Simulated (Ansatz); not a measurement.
FH3NO2Ta, SMILES `[NH]=[Ta]([OH])([OH])[F]`, relaxed with RKS PBE0-D4/def2-TZVP in Ansatz from a PBE-D4/def2-SVP geometry. The force threshold is 0.005 eV/Å; the program also tests the step.

Charge 0, multiplicity 1. Ta: def2 effective core potential.

Start:

```xyz
8

N     0.816    0.745    1.019
Ta   -0.455   -0.062    0.066
O    -0.546    0.779   -1.657
O     0.039   -1.904   -0.164
F    -2.118    0.091    0.992
H     1.501    1.221    1.606
H    -0.047    1.528   -2.024
H     0.809   -2.398    0.162
```

Q: By how much does the energy fall, and how many steps does the optimiser take? (Best estimate.)

A: The calculation gave: 4.22 kJ/mol, in 3 steps.

Q: Which bonds change most? (Estimate.)

A: Computed: Ta2–F5 from 1.910 to 1.891 Å; N1–Ta2 from 1.781 to 1.764 Å; Ta2–O4 from 1.920 to 1.904 Å; Ta2–O3 from 1.920 to 1.904 Å.

Q: Give the relaxed structure. (Best estimate.)

A: The calculation gave: 
```xyz
8

N     0.820    0.744    1.016
Ta   -0.433   -0.057    0.068
O    -0.546    0.771   -1.644
O     0.033   -1.888   -0.163
F    -2.095    0.078    0.960
H     1.494    1.214    1.596
H    -0.061    1.514   -2.000
H     0.787   -2.377    0.167
```
